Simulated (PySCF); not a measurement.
Two-component Hartree-Fock for Ti²⁺ (titanium, charge +2)

Start: [Ar] 3d2; 3d5/2 filled at m_j = +3/2, +5/2. Calculated with PySCF 2.14 in x2c-SVPall-2c with one added diffuse shell each of s, d type (6s5p4d1f, 48 functions): generalised Hartree-Fock with the X2C-1e Hamiltonian and a Gaussian nucleus; one run each with spin-orbit coupling (SO) switched off, then screened by Boettger's factors. This is a chosen level, not necessarily the ground level.

| spinor shell | electrons | ε, spin-free (eV) | ε, screened SO (eV) | weight of nominal j (screened SO) | rms radius, screened SO (bohr) |
| --- | --- | --- | --- | --- | --- |
| 1s1/2 | 2 | -5032.3 | -5032.3 | 1.000 | 0.0805 |
| 2s1/2 | 2 | -604.73 | -604.74 | 1.000 | 0.350 |
| 2p1/2 | 2 | -500.78 | -504.62 | 0.996 | 0.318 |
| 3s1/2 | 2 | -94.716 | -94.723 | 1.000 | 1.08 |
| 3p3/2 | 4 | -64.755 | -65.319 | 0.854 | 1.18 |
| 3p1/2 | 2 | -64.755 | -63.649 | 0.708 | 1.18 |
| 3d5/2 | 2 | -27.749 | -27.739 | 0.897 | 1.56 |

Q: Where does 2p3/2 lie, and what is the 2p spin-orbit splitting (screened SO)?

A: At -498.90 eV, 5.721 eV above 2p1/2.

| quantity | spin-free | screened SO |
| --- | --- | --- |
| E (hartree) | -851.94471 | -851.94809 |
| M_J | 4 | 4 |
| ⟨J²⟩ | 20.004 | 20.004 |
| ⟨L²⟩ | 12.004 | 12.005 |
| ⟨S²⟩ | 2.000 | 2.001 |

Each row is a mean over spinors that exchange with the open shell spreads, by up to 7.503 eV (3p3/2).

Rows whose weight is well below 1 are mixtures of j = l ± 1/2: exchange outweighs spin-orbit coupling there, and the label is only the starting occupation.

Without spin-orbit coupling the j labels of p, d and f shells carry no meaning; the spin-free column gives the mean over the occupied spinors of each nl shell.
